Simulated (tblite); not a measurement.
Species: C₆H₁₃BGeO.
Atom-mapped SMILES: `[BH3-:1][O+:2]1[GeH2:3][C@@H:4]2[CH:5]=[CH:6][CH2:7][C@H:8]1[CH2:9]2` (hydrogens: H10, H11, H12 on B1; H13, H14 on Ge3; H15 on C4; H16 on C5; H17 on C6; H18, H19 on C7; H20 on C8; H21, H22 on C9)
Bond orders are those of one Lewis drawing.

Computed with GFN2-xTB (tblite), gas phase: L-BFGS steps from a force-field or distance-geometry start until the largest atomic force falls under 0.01 eV/Å.

Step 75: E = -726.6969 eV
```
atom  x, y, z in Å  |  force x, y, z in eV/Å
B1      2.3488   -0.8538    0.7198    0.019  -0.087   0.022
O2      1.1783   -0.1242   -0.1169   -0.007   0.017  -0.042
Ge3     0.8913    1.6620   -0.0074   -0.035   0.056   0.013
C4     -0.9277    1.3169   -0.8425   -0.082  -0.055   0.033
C5     -1.8265    1.0415    0.3186    0.045   0.044   0.051
C6     -1.7757   -0.1181    0.9635   -0.060  -0.047  -0.009
C7     -0.8880   -1.2539    0.5550   -0.012   0.045   0.004
C8      0.0646   -0.8721   -0.5767    0.006   0.008  -0.052
C9     -0.6591    0.0122   -1.5883   -0.009   0.027  -0.001
H10     2.5691   -1.8609    0.1214    0.055   0.027   0.045
H11     3.2347   -0.0496    0.6789   -0.048   0.012  -0.008
H12     1.9545   -1.0352    1.8336    0.001  -0.012  -0.031
H13     0.8947    1.9951    1.4701   -0.006   0.033  -0.045
H14     2.0880    2.2623   -0.7310   -0.019  -0.022  -0.015
H15    -1.3240    2.0990   -1.4893    0.053  -0.017   0.030
H16    -2.4899    1.8331    0.6421    0.040  -0.018  -0.010
H17    -2.4183   -0.3033    1.8155    0.005  -0.006  -0.073
H18    -1.4967   -2.1093    0.2407   -0.001   0.054   0.049
H19    -0.2864   -1.5721    1.4084    0.009  -0.046   0.029
H20     0.4705   -1.7779   -1.0393    0.003  -0.040  -0.024
H21    -1.5905   -0.4555   -1.9155    0.032   0.030   0.013
H22    -0.0221    0.1831   -2.4617    0.012  -0.005   0.021
```

Step 76: E = -726.6989 eV
```
atom  x, y, z in Å  |  force x, y, z in eV/Å
B1      2.3473   -0.8496    0.7227    0.016  -0.098   0.040
O2      1.1775   -0.1255   -0.1181   -0.002   0.004  -0.038
Ge3     0.8938    1.6608   -0.0130   -0.049   0.067   0.036
C4     -0.9283    1.3175   -0.8429   -0.046  -0.040   0.052
C5     -1.8213    1.0436    0.3229    0.025   0.002   0.033
C6     -1.7726   -0.1181    0.9651   -0.028  -0.032   0.001
C7     -0.8885   -1.2567    0.5542   -0.019   0.030  -0.012
C8      0.0641   -0.8741   -0.5777    0.012   0.023  -0.034
C9     -0.6608    0.0121   -1.5867   -0.009   0.026  -0.004
H10     2.5836   -1.8515    0.1225    0.048   0.023   0.031
H11     3.2259   -0.0374    0.6955   -0.040   0.023  -0.016
H12     1.9468   -1.0417    1.8325   -0.003  -0.009  -0.030
H13     0.8977    2.0011    1.4633   -0.004   0.027  -0.051
H14     2.0912    2.2533   -0.7382   -0.003  -0.011  -0.026
H15    -1.3242    2.0996   -1.4909    0.048  -0.035   0.048
H16    -2.4852    1.8345    0.6457    0.038  -0.012   0.003
H17    -2.4139   -0.3037    1.8176    0.001   0.001  -0.065
H18    -1.5041   -2.1047    0.2335   -0.001   0.044   0.044
H19    -0.2894   -1.5900    1.4049   -0.011   0.001   0.008
H20     0.4692   -1.7792   -1.0429    0.002  -0.031  -0.015
H21    -1.5929   -0.4542   -1.9099    0.001   0.009  -0.010
H22    -0.0265    0.1833   -2.4612    0.021  -0.010   0.005
```

Step 77: E = -726.7009 eV
```
atom  x, y, z in Å  |  force x, y, z in eV/Å
B1      2.3444   -0.8442    0.7291    0.015  -0.074   0.042
O2      1.1740   -0.1265   -0.1173    0.015  -0.005  -0.033
Ge3     0.8965    1.6622   -0.0213   -0.049   0.046   0.037
C4     -0.9292    1.3161   -0.8433    0.014  -0.011   0.056
C5     -1.8117    1.0457    0.3301   -0.007  -0.021   0.003
C6     -1.7677   -0.1188    0.9681    0.021  -0.029   0.010
C7     -0.8917   -1.2615    0.5507   -0.014  -0.005  -0.013
C8      0.0631   -0.8766   -0.5794    0.016   0.014  -0.003
C9     -0.6628    0.0111   -1.5859   -0.009   0.007  -0.006
H10     2.6048   -1.8355    0.1217    0.041   0.025   0.030
H11     3.2099   -0.0157    0.7216   -0.047   0.007  -0.019
H12     1.9324   -1.0527    1.8315    0.005  -0.014  -0.029
H13     0.9030    2.0086    1.4527    0.000   0.030  -0.043
H14     2.0953    2.2439   -0.7520    0.001  -0.004  -0.029
H15    -1.3248    2.0975   -1.4922    0.028  -0.038   0.060
H16    -2.4703    1.8392    0.6565    0.030  -0.007   0.014
H17    -2.4046   -0.3024    1.8234   -0.012   0.000  -0.041
H18    -1.5165   -2.0992    0.2203   -0.002   0.035   0.032
H19    -0.2974   -1.6172    1.3981   -0.039   0.066  -0.029
H20     0.4690   -1.7813   -1.0464   -0.002  -0.009  -0.004
H21    -1.5957   -0.4541   -1.9048   -0.023  -0.007  -0.033
H22    -0.0305    0.1808   -2.4621    0.020  -0.005  -0.001
```

Question: Estimate the geometry and energy of step 78. (The exact step hangs on the optimiser's Hessian estimate; all steps are aligned on step 77, rigid shifts and turns removed.)

Answer: E = -726.7020 eV, largest force 0.101 eV/Å
```
atom  x, y, z in Å  |  force x, y, z in eV/Å
B1      2.3436   -0.8438    0.7321    0.008  -0.022   0.029
O2      1.1728   -0.1265   -0.1179    0.024  -0.009  -0.019
Ge3     0.8961    1.6647   -0.0245   -0.029   0.012   0.018
C4     -0.9298    1.3148   -0.8424    0.051   0.002   0.038
C5     -1.8072    1.0462    0.3341   -0.023  -0.038  -0.011
C6     -1.7662   -0.1199    0.9694    0.040  -0.001   0.010
C7     -0.8933   -1.2633    0.5495    0.000  -0.012  -0.024
C8      0.0627   -0.8774   -0.5801    0.013   0.004   0.014
C9     -0.6631    0.0109   -1.5859   -0.004  -0.011  -0.004
H10     2.6140   -1.8287    0.1219    0.041   0.000   0.016
H11     3.2021   -0.0074    0.7310   -0.042   0.001  -0.014
H12     1.9263   -1.0577    1.8302    0.002  -0.021  -0.012
H13     0.9041    2.0124    1.4477    0.003   0.035  -0.024
H14     2.0956    2.2416   -0.7590   -0.004  -0.004  -0.024
H15    -1.3245    2.0954   -1.4920    0.007  -0.025   0.058
H16    -2.4612    1.8420    0.6625    0.015  -0.002   0.023
H17    -2.4020   -0.3022    1.8248   -0.023  -0.005  -0.017
H18    -1.5216   -2.0961    0.2163   -0.015   0.009   0.012
H19    -0.3018   -1.6280    1.3952   -0.036   0.089  -0.030
H20     0.4687   -1.7828   -1.0473   -0.006   0.006   0.001
H21    -1.5957   -0.4541   -1.9047   -0.035  -0.011  -0.040
H22    -0.0301    0.1795   -2.4619    0.013   0.004   0.001
```

The energy changes by -0.0011 eV. The first-order estimate −F·Δx gives -0.0016 eV and the mean of the old and new forces, exact on a quadratic surface, -0.0011 eV. The step makes an angle of 77° with the force vector and moves no atom by more than 0.015 Å.

The cost below is that of the whole relaxation. Time: 1.4 s of wall time. Hardware: Arm Neoverse V1, one thread, no GPU, shared host.
